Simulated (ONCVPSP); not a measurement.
# What the settings do to the ONCV potential of Te (Z = 52)

Base potential:

```
Element                 : Te
Generator               : ONCVPSP 4.0.1
Type                    : optimised norm-conserving Vanderbilt (ONCV)
Functional              : LDA (Perdew-Wang 92)
Relativity              : non-relativistic
Frozen core             : [Ar] 3d10
Valence charge          : 24
Reference configuration : 4s2 4p6 4d10 5s2 5p2 (charge +2)
Partial waves           : 4s+5s: rc 1.50 bohr, ncon 4, nbas 8, qcut 10 1/bohr, 3 projectors, debl 0.8 Ha; 4p+5p: rc 1.15 bohr, ncon 3, nbas 7, qcut 12.8 1/bohr, 2 projectors; 4d: rc 1.30 bohr, ncon 4, nbas 8, qcut 10.2 1/bohr, 1 projector
Local potential         : polynomial inside 0.95 bohr (lpopt 5, dvloc0 3 Ha)
Core correction         : polynomial model core, fcfact 0.2
```

In the s channel the program set the typed energies aside and used -6.283, -1.161, 0.250 Ha.

Cutoffs, loose and tight: the cutoffs (Ha) at which the residual kinetic energy of the hardest occupied pseudo-wave falls to 1 and 0.1 mHa per electron. They do not see the model core or the augmentation charge, which bear on the density cutoff. Test errors are all-electron minus pseudo excitation energies from the reference, over the configurations 4s2 4p6 4d10 5s2 5p4; 4s2 4p6 4d10 5s2 5p3; 4s2 4p6 4d10 5s2 5p1; 4s2 4p6 4d10 5s2 5p3.5. A dash means not determined; rows that change the core or the reference have their own tests.

```csv
change,outcome,"cutoff, loose","cutoff, tight",bound ghosts,GHOST(+) flags above zero,largest test error (meV)
base,"generated, projector energies reset by the program",54 Ha,64 Ha,none,s,+0.1
p: qcut 14.8,"generated, projector energies reset by the program",69 Ha,82 Ha,none,s,+0.1
"d: ncon 3, nbas 7","generated, projector energies reset by the program",54 Ha,64 Ha,none,s,0.0
"all radii but the core radius scaled by about 1.33 (s 2.00, p 1.52, d 1.72 bohr); local potential polynomial inside 1.26 bohr (lpopt 5, dvloc0 3 Ha)","generated, projector energies reset by the program",37 Ha,43 Ha,none,none,-0.5
d: rc 1.8,"generated, projector energies reset by the program",54 Ha,64 Ha,none,s,-0.2
s: qcut 12; p: qcut 15.4; d: qcut 12.3,"generated, projector energies reset by the program",73 Ha,86 Ha,none,s,+0.2
```
